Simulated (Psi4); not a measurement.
Pair of molecules, SMILES C#C with SMILES CO (the first has 4 atoms); geometry from B3LYP-D3(BJ)/def2-TZVP, rigid monomers moved along the line of their centres of mass till C2···H10 is 3.29 Å.
(charge 0, multiplicity 1):
```xyz
10

C      0.34100     0.38004     0.13680
C     -0.40150    -0.53759     0.33835
H      0.99741     1.19485    -0.05179
H     -1.05680    -1.35444     0.52285
C      0.13863     0.25315     5.00103
O      0.89922    -0.73095     4.31998
H      0.56414     1.25707     4.88804
H      0.15147    -0.00653     6.05913
H     -0.90395     0.27766     4.66399
H      0.86290    -0.54138     3.37462
```

Level of theory: SAPT0/jun-cc-pV(D+d)Z in Psi4.

Which attractive term is largest, and how does the interaction split up?

electrostatics -50.1, exchange 11.0, induction -5.3, dispersion -15.6, total -60.1 meV; the largest attraction is electrostatics.
